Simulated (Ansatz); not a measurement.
A made-up structure of LiAlClF, closed shell:

```
4
angstrom
Li -0.4136 0.4930 2.4150
Al -0.0063 -0.1226 -0.0725
F 0.5562 -0.6844 3.5138
Cl 0.5540 1.2769 -1.6033
```

It is relaxed with PBE-D4/def2-SVP and then PBE0-D4/def2-TZVP (Ansatz 0.2.0). Atoms count as bonded within 1.22 times the sum of their covalent radii (H–H: 0.88 Å). The end point is not checked to be a true minimum.

Does its bonding change? (Judge from chemistry; the calculation decides.)

By the calculation: Yes. Formed: Al2–F3; broken: none.

Where it ends: The first stage lowers the energy by 0.80 eV in 8 steps. It ends as LiAlClF ([Cl][Al]1[Li][F]1):
Li1  (-0.724, -0.184, 2.907)
Al2  (-0.340, 0.418, 0.506)
F3  (0.697, -0.018, 1.930)
Cl4  (1.057, 0.747, -1.090)
(Å)

Labels in which every atom is bracketed show which atoms are joined, not bond orders.

For scale, one of the runs: PBE0-D4/def2-TZVP relaxation, 119 basis functions, launched by `ansatz run in.yaml --threads 2 --pin off --events-out ev --progress --plain --max-ram 4352MiB`. Hardware: 2 CPU threads of an AMD EPYC 9R45, shared host. Wall time about 12 s.
